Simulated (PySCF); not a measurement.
phenyl formate, C₇H₆O₂

Cartesian coordinates in Å; atom numbers follow the order of the lines, from 1:
```xyz
15

O     2.1070   -0.5729    1.1430
C     2.3124   -0.4709   -0.0259
O     1.3795   -0.3013   -0.9811
C     0.0496   -0.2353   -0.5925
C    -0.6858   -1.4083   -0.4629
C    -2.0344   -1.3278   -0.1241
C    -2.6344   -0.0862    0.0811
C    -1.8824    1.0799   -0.0525
C    -0.5326    1.0107   -0.3896
H     3.3080   -0.4999   -0.5146
H    -0.1979   -2.3702   -0.6307
H    -2.6200   -2.2443   -0.0205
H    -3.6925   -0.0273    0.3457
H    -2.3489    2.0549    0.1068
H     0.0740    1.9112   -0.5021
```

Theory: quadratic response CAM-B3LYP/aug-cc-pVDZ first hyperpolarisability, Taylor convention, gas phase (PySCF). Geometry: PBE0-D3(BJ)/def2-SVP.

Question: Give the tensor of the second harmonic β(−2ω;ω,ω) at 1907 nm in the axes of these coordinates.

Answer: In au, Taylor convention; rows are the first index (the induced dipole):
```csv
,xx,yy,zz,xy,xz,yz
x,+74.6,+19.0,+9.0,-2.9,+5.3,+2.7
y,-2.9,-10.0,-1.7,+19.0,+2.8,+16.5
z,+5.3,+16.5,+18.3,+2.8,+8.6,-1.6
```
Norm of βᵢ = ⅓ Σⱼ (βᵢⱼⱼ + βⱼᵢⱼ + βⱼⱼᵢ): 110.9 au, hyper-Rayleigh value 41.6 au.
